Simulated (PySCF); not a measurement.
# Basis and Hamiltonian dependence of the excitation energy of Hg⁺

Hg⁺ [Xe] 4f14 5d10 6s1 (2S) → Hg⁺ [Xe] 4f14 5d9 6s2 (2D). Calculated with PySCF 2.14 from differences of total energies of unrestricted determinants, without spin-orbit coupling. Values in eV.

```tsv
basis	Hamiltonian	functions	UHF	r2SCAN	PBE0	MP2 (valence)	CCSD(T) (valence)
def2-QZVPPD with the def2 core potential (60 electrons)	ECP	88	5.384	5.045	5.136	5.430	5.329
x2c-TZVPPall	spin-free X2C	97	5.504	5.162	5.305	5.558	5.441
aug-cc-pVTZ-PP with one added diffuse shell each of s, p, d, f, g type with ECP60MDF	ECP	113	5.351	5.006	5.103	5.346	n/a
x2c-TZVPPall with one added diffuse shell each of s, p, d, f type	spin-free X2C	113	5.489	5.137	5.281	5.527	5.416
aug-cc-pwCVTZ-PP with ECP60MDF	ECP	122	5.333	4.989	5.087	5.340	n/a
```

Frozen in the all-electron rows: valence: [Xe] 4f14; with a core potential, the same shells as far as they lie outside it.

Reference for a calculation without spin-orbit coupling: 5.149 eV (measured, between term centres; NIST).
